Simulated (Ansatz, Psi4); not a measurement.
Molecule: SiPH4, charge 0, multiplicity 2. SMILES: [SiH3][PH]
Coordinates optimised at B3LYP-D3(BJ)/def2-TZVP (Ansatz, a program for electronic structure):
```xyz
6

Si    -1.0291     0.0960     0.1960
P      1.1626    -0.1750    -0.2869
H     -1.8251    -0.8330    -0.6382
H     -1.4580     1.4879    -0.0877
H     -1.2885    -0.1975     1.6273
H      1.5394     0.8235     0.6571
```
Charge 0, spin multiplicity 2.

Quantity: atomisation energy, in kcal/mol. Set-up: non-relativistic; atomisation electronic, to ground-state atoms; no spin-orbit coupling; valence correlation only; open shells spin-unrestricted; LANL2DZ with its own core potentials from Na on; six Cartesian d functions in 6-31G* and its kin unless marked 5d; dispersion terms only where a functional's name holds one. Basis-set limits of correlation are two-point, X^-3; Hartree-Fock from the larger set. [CCSD(T)-MP2]/basis is that difference in the basis named. Ab initio and DFT rows: single points at B3LYP-D3(BJ) geometries (Ansatz).

Coupled cluster (Ansatz) is a level with limits of its own, used here on species with T1 under 0.025 (0.045 for open shells) and stable references: RI-MP2/CBS(aug-cc-pV(T+d)Z,aug-cc-pV(Q+d)Z)+[CCSD(T)-MP2]/aug-cc-pV(T+d)Z.

Value to compare with, RI-MP2/CBS(aug-cc-pV(T+d)Z,aug-cc-pV(Q+d)Z)+[CCSD(T)-MP2]/aug-cc-pV(T+d)Z (Ansatz): 371.2 kcal/mol.

| level | program | atomisation energy (kcal/mol) | difference |
|---|---|---|---|
| HF/3-21G | Ansatz | 218.0 | -153.2 |
| HF/LANL2DZ | Ansatz | 228.4 | -142.8 |
| B3LYP/STO-3G | Ansatz | 511.4 | 140.2 |
| B3LYP/6-31G* | Ansatz | 363.9 | -7.3 |
| B3LYP/6-31+G* | Ansatz | 364.2 | -7.0 |
| wB97X-D/6-31G* | Psi4 | 367.3 | -3.9 |
| MP2/STO-3G | Ansatz | 421.3 | 50.1 |
| r2SCAN-D4/def2-TZVPD | Ansatz + dftd4 | 372.2 | 1.0 |
| B3LYP/def2-TZVPD | Ansatz | 370.9 | -0.3 |
| wB97X-V/def2-TZVPD | Ansatz | 378.3 | 7.1 |

Among the 7 habitual levels, HF/3-21G lies farthest from RI-MP2/CBS(aug-cc-pV(T+d)Z,aug-cc-pV(Q+d)Z)+[CCSD(T)-MP2]/aug-cc-pV(T+d)Z (Ansatz) (-153.2 kcal/mol) and wB97X-D/6-31G* nearest (-3.9); 2 of 7 lie above it, and their mean absolute difference is 72.1 kcal/mol, the median 50.1. One case shows no general order.

The levels are drawn from those run, B3LYP/6-31G* more often than the rest, none by its result; runs whose electronic state is in doubt are left out.
